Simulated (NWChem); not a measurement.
Molecule: C2H3ClF2Si; SMILES F/C=C\[Si@@H](Cl)F

```xyz
9

F     -0.1845     2.6255    -0.8081
C     -0.2670     2.2429     0.4593
C     -0.3459     0.9636     0.8238
Si    -0.3323    -0.4599    -0.3520
F     -1.8330    -1.0450    -0.5258
Cl     0.7941    -1.9665     0.4794
H     -0.2614     3.0996     1.1427
H     -0.4123     0.7734     1.8994
H      0.1879    -0.1390    -1.6972
```
Atoms are numbered in this order, from 1.

Level: PBE0/def2-SVP (NWChem), optimised geometry, unscaled harmonic frequencies. 

| frequency (cm⁻¹) | IR intensity (km/mol) |
|---|---|
| 17 | 1.6 |
| 130 | 2.5 |
| 158 | 1.0 |
| 225 | 13.8 |
| 286 | 10.9 |
| 427 | 24.5 |
| 545 | 66.0 |
| 627 | 29.4 |
| 767 | 172.5 |
| 781 | 36.7 |
| 830 | 68.6 |
| 842 | 36.7 |
| 923 | 215.5 |
| 982 | 1.2 |
| 1051 | 78.2 |
| 1260 | 74.8 |
| 1380 | 9.0 |
| 1725 | 238.4 |
| 2322 | 81.7 |
| 3203 | 8.5 |
| 3223 | 2.9 |

```json
{
  "zero_point_energy": "31.0 kcal/mol",
  "thermal correction to the enthalpy at 298.15 K (with zero-point energy)": "36.0 kcal/mol",
  "heat capacity Cv": "22.9 cal/(mol K)",
  "entropy at 298.15 K and 1 atm (symmetry number 1)": "87.8 cal/(mol K)",
  "dipole_moment": "2.54 D"
}
```

Rigid rotor and harmonic oscillator; modes under 100 cm⁻¹ make the entropy uncertain.
